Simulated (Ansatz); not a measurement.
Relaxation of CH₄INOSi (9 atoms, charge 0, multiplicity 1), to a largest force component of 0.02 eV/Å in at most 50 steps.

Theory: RKS PBE/def2-SVP (Ansatz).

```xyz
9
Properties=species:S:1:pos:R:3:forces:R:3
N 1.201 1.385 -0.304 -1.18 0.23 0.94
C 1.024 0.264 -0.853 3.90 3.18 -1.75
I 2.292 -0.179 -2.440 0.50 -0.58 -1.09
O 0.222 -0.680 -0.502 -0.16 -4.25 0.31
Si -1.035 -0.643 0.625 -5.80 3.88 4.14
H 0.498 1.593 0.449 0.23 -0.10 -0.27
H -1.615 -1.977 0.815 0.91 -1.46 -0.06
H -0.142 -1.514 -0.893 1.13 -0.18 -1.81
H -0.458 -0.161 1.972 0.48 -0.73 -0.41
```

Where does it end, and by what steps?

The run converged. After 18 steps the energy has fallen by 2.733 eV; H9 moved furthest, 1.24 Å.

| step | energy less start (eV) | largest force component (eV/Å) | accepted |
| --- | --- | --- | --- |
| 0 | 0.0000 | 5.796 | yes |
| 1 | -1.5330 | 3.683 | yes |
| 2 | -2.3379 | 1.246 | yes |
| 3 | -2.5013 | 0.985 | yes |
| 4 | -2.6248 | 0.445 | yes |
| 5 | -2.6403 | 0.175 | yes |
| 6 | -2.6467 | 0.111 | yes |
| 7 | -2.6535 | 0.120 | yes |
| 8 | -2.6610 | 0.328 | yes |
| 9 | -2.6692 | 0.267 | yes |
| 10 | -2.6961 | 0.284 | yes |
| 11 | -2.7035 | 0.447 | yes |
| 12 | -2.7251 | 0.292 | yes |
| 13 | -2.6993 | 0.457 | no |
| 14 | -2.7309 | 0.117 | yes |
| 15 | -2.7318 | 0.074 | yes |
| 16 | -2.7327 | 0.038 | yes |
| 17 | -2.7331 | 0.021 | yes |
| 18 | -2.7332 | 0.017 | yes |

```xyz
9
Properties=species:S:1:pos:R:3
N 0.942 1.580 -0.661
C 1.036 0.368 -0.935
I 2.420 -0.429 -2.372
O 0.261 -0.643 -0.375
Si -1.092 -0.294 1.239
H 0.217 1.751 0.073
H -2.021 -1.311 0.547
H 0.541 -1.543 -0.650
H -0.318 -1.391 2.001
```

Whether the end is a true minimum wasn't checked by a vibrational analysis.

The run took 30 s on 2 threads of AMD EPYC 9R14 (Zen 4), with other jobs on the host, peak memory 0.19 GiB.
